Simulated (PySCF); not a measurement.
**Basis-set dependence of population analyses: `C[Si](Cl)(Cl)[Si](Cl)(Cl)Cl`**

CH3Cl5Si2.
Structure used (PBE0-D3(BJ)/def2-SVP), in Å, numbered top down from 1:
```
atom  x, y, z in Å
C1    -2.0196   -0.2123    0.1309
Si2   -0.7499    1.1317   -0.0049
Cl3   -1.0442    2.2132   -1.7358
Cl4   -0.8599    2.4072    1.6131
Si5    1.4096    0.2726   -0.0948
Cl6    1.8319   -0.6789    1.6783
Cl7    1.4635   -1.1291   -1.6007
Cl8    2.8275    1.7049   -0.4583
H9    -1.8508   -0.7988    1.0467
H10   -3.0305    0.2208    0.1637
H11   -1.9431   -0.8801   -0.7406
```

PBE0 throughout (PySCF), one geometry, spherical d and f functions. Isolated species at its PBE0-D3(BJ)/def2-SVP geometry, gas phase. Atoms taken as equivalent share a column and are averaged.

Mulliken charges (e):

| basis | functions | C1 | Si2 | Cl3/Cl4 | Si5 | Cl6/Cl7/Cl8 | H9/H10/H11 |
| --- | --- | --- | --- | --- | --- | --- | --- |
| STO-3G | 71 | -0.395 | +0.733 | -0.293 | +0.736 | -0.270 | +0.107 |
| pcSseg-0 | 106 | -1.158 | +0.906 | -0.295 | +0.769 | -0.275 | +0.300 |
| 6-31G | 106 | -0.816 | +0.567 | -0.195 | +0.403 | -0.164 | +0.243 |
| 6-31G* | 146 | -0.762 | +0.520 | -0.198 | +0.445 | -0.170 | +0.235 |
| cc-pVDZ | 155 | -0.244 | +0.395 | -0.196 | +0.472 | -0.170 | +0.093 |
| def2-SVP | 155 | -0.329 | +0.511 | -0.229 | +0.596 | -0.207 | +0.100 |
| pcSseg-1 | 200 | -0.601 | +0.664 | -0.278 | +0.736 | -0.255 | +0.174 |
| aug-cc-pVDZ | 239 | +0.401 | +1.275 | -0.467 | +1.117 | -0.399 | -0.221 |
| 6-311+G(2d,p) | 290 | -0.671 | +0.396 | -0.123 | +0.289 | -0.112 | +0.189 |
| def2-TZVP | 308 | -0.461 | +0.431 | -0.208 | +0.523 | -0.186 | +0.160 |
| cc-pVTZ | 310 | -0.371 | +0.409 | -0.201 | +0.506 | -0.174 | +0.127 |

IAO charges (e):

```json
{"basis": "STO-3G", "functions": "71", "C1": "-0.632", "Si2": "+0.693", "Cl3/Cl4": "-0.240", "Si5": "+0.615", "Cl6/Cl7/Cl8": "-0.224", "H9/H10/H11": "+0.159"}
{"basis": "pcSseg-0", "functions": "106", "C1": "-0.718", "Si2": "+0.686", "Cl3/Cl4": "-0.240", "Si5": "+0.611", "Cl6/Cl7/Cl8": "-0.221", "H9/H10/H11": "+0.188"}
{"basis": "6-31G", "functions": "106", "C1": "-0.715", "Si2": "+0.696", "Cl3/Cl4": "-0.248", "Si5": "+0.620", "Cl6/Cl7/Cl8": "-0.226", "H9/H10/H11": "+0.191"}
{"basis": "6-31G*", "functions": "146", "C1": "-0.724", "Si2": "+0.810", "Cl3/Cl4": "-0.286", "Si5": "+0.766", "Cl6/Cl7/Cl8": "-0.271", "H9/H10/H11": "+0.178"}
{"basis": "cc-pVDZ", "functions": "155", "C1": "-0.720", "Si2": "+0.818", "Cl3/Cl4": "-0.288", "Si5": "+0.776", "Cl6/Cl7/Cl8": "-0.274", "H9/H10/H11": "+0.175"}
{"basis": "def2-SVP", "functions": "155", "C1": "-0.716", "Si2": "+0.818", "Cl3/Cl4": "-0.286", "Si5": "+0.778", "Cl6/Cl7/Cl8": "-0.274", "H9/H10/H11": "+0.171"}
{"basis": "pcSseg-1", "functions": "200", "C1": "-0.727", "Si2": "+0.823", "Cl3/Cl4": "-0.290", "Si5": "+0.780", "Cl6/Cl7/Cl8": "-0.275", "H9/H10/H11": "+0.176"}
{"basis": "aug-cc-pVDZ", "functions": "239", "C1": "-0.731", "Si2": "+0.827", "Cl3/Cl4": "-0.293", "Si5": "+0.786", "Cl6/Cl7/Cl8": "-0.277", "H9/H10/H11": "+0.179"}
{"basis": "6-311+G(2d,p)", "functions": "290", "C1": "-0.743", "Si2": "+0.840", "Cl3/Cl4": "-0.295", "Si5": "+0.797", "Cl6/Cl7/Cl8": "-0.281", "H9/H10/H11": "+0.179"}
{"basis": "def2-TZVP", "functions": "308", "C1": "-0.747", "Si2": "+0.853", "Cl3/Cl4": "-0.299", "Si5": "+0.814", "Cl6/Cl7/Cl8": "-0.286", "H9/H10/H11": "+0.179"}
{"basis": "cc-pVTZ", "functions": "310", "C1": "-0.744", "Si2": "+0.846", "Cl3/Cl4": "-0.298", "Si5": "+0.808", "Cl6/Cl7/Cl8": "-0.284", "H9/H10/H11": "+0.179"}
```

Hirshfeld charges (e):

```csv
basis,functions,C1,Si2,Cl3/Cl4,Si5,Cl6/Cl7/Cl8,H9/H10/H11
STO-3G,71,-0.105,+0.546,-0.241,+0.603,-0.221,+0.034
pcSseg-0,106,-0.191,+0.318,-0.123,+0.291,-0.111,+0.054
6-31G,106,-0.180,+0.286,-0.121,+0.264,-0.105,+0.062
6-31G*,146,-0.181,+0.274,-0.116,+0.257,-0.100,+0.061
cc-pVDZ,155,-0.198,+0.285,-0.111,+0.257,-0.098,+0.057
def2-SVP,155,-0.206,+0.280,-0.104,+0.245,-0.093,+0.055
pcSseg-1,200,-0.208,+0.298,-0.112,+0.271,-0.101,+0.055
aug-cc-pVDZ,239,-0.218,+0.286,-0.105,+0.258,-0.096,+0.057
"6-311+G(2d,p)",290,-0.208,+0.277,-0.104,+0.249,-0.093,+0.056
def2-TZVP,308,-0.212,+0.278,-0.103,+0.249,-0.093,+0.057
cc-pVTZ,310,-0.210,+0.283,-0.107,+0.255,-0.096,+0.057
```

ESP-fitted charges (e):

| basis | functions | C1 | Si2 | Cl3/Cl4 | Si5 | Cl6/Cl7/Cl8 | H9/H10/H11 |
| --- | --- | --- | --- | --- | --- | --- | --- |
| STO-3G | 71 | -0.501 | +0.659 | -0.274 | +0.664 | -0.238 | +0.147 |
| pcSseg-0 | 106 | -0.726 | +0.605 | -0.232 | +0.482 | -0.182 | +0.216 |
| 6-31G | 106 | -0.677 | +0.469 | -0.191 | +0.325 | -0.134 | +0.223 |
| 6-31G* | 146 | -0.674 | +0.325 | -0.111 | -0.011 | -0.031 | +0.225 |
| cc-pVDZ | 155 | -0.601 | +0.287 | -0.096 | -0.059 | -0.015 | +0.203 |
| def2-SVP | 155 | -0.593 | +0.293 | -0.096 | -0.030 | -0.022 | +0.195 |
| pcSseg-1 | 200 | -0.662 | +0.353 | -0.117 | -0.005 | -0.033 | +0.215 |
| aug-cc-pVDZ | 239 | -0.700 | +0.267 | -0.077 | -0.144 | +0.011 | +0.233 |
| 6-311+G(2d,p) | 290 | -0.696 | +0.252 | -0.069 | -0.194 | +0.025 | +0.233 |
| def2-TZVP | 308 | -0.683 | +0.273 | -0.076 | -0.144 | +0.011 | +0.225 |
| cc-pVTZ | 310 | -0.668 | +0.278 | -0.082 | -0.113 | +0.002 | +0.220 |

Some averages cover members that differ in this geometry, most widely: H9/H10/H11, Mulliken in aug-cc-pVDZ -0.278 to -0.191; H9/H10/H11, ESP-fitted in pcSseg-0 +0.199 to +0.248; H9/H10/H11, ESP-fitted in STO-3G +0.129 to +0.178; Cl6/Cl7/Cl8, Mulliken in 6-311+G(2d,p) -0.129 to -0.084 e.

Which scheme is steadiest as the basis changes?

Largest range over the bases for any column: IAO 0.20 e, Hirshfeld 0.36 e, ESP-fitted 0.86 e, Mulliken 1.56 e. IAO charges move least and Mulliken charges most, counted in e. Without the minimal STO-3G basis the ranges are IAO 0.20, Hirshfeld 0.05, ESP-fitted 0.68, Mulliken 1.56 e.

How much do the charges still move between the two largest bases, def2-TZVP and cc-pVTZ?

At most, over all atoms: Mulliken 0.089 e, IAO 0.007 e, Hirshfeld 0.006 e, ESP-fitted 0.031 e.

What do the same runs give for the total energy, the frontier levels and the dipole moment?

| basis | energy (Eh) | HOMO (eV) | LUMO (eV) | μ (D) |
| --- | --- | --- | --- | --- |
| STO-3G | -2887.0249 | -7.03 | 0.81 | 2.99 |
| pcSseg-0 | -2915.6786 | -9.03 | -1.63 | 2.81 |
| 6-31G | -2918.7982 | -8.94 | -1.54 | 3.04 |
| 6-31G* | -2918.9998 | -8.54 | -0.95 | 2.40 |
| cc-pVDZ | -2919.1559 | -8.36 | -0.75 | 2.19 |
| def2-SVP | -2918.2061 | -8.28 | -0.64 | 2.01 |
| pcSseg-1 | -2919.0139 | -8.64 | -1.02 | 2.23 |
| aug-cc-pVDZ | -2919.1760 | -8.43 | -0.97 | 2.07 |
| 6-311+G(2d,p) | -2919.2366 | -8.45 | -1.04 | 2.04 |
| def2-TZVP | -2919.2536 | -8.37 | -0.89 | 1.95 |
| cc-pVTZ | -2919.2887 | -8.38 | -0.86 | 2.01 |

The dipole is fixed by the density alone, so its range of 1.09 D shows that the density itself changes with the basis, not only its division among atoms.
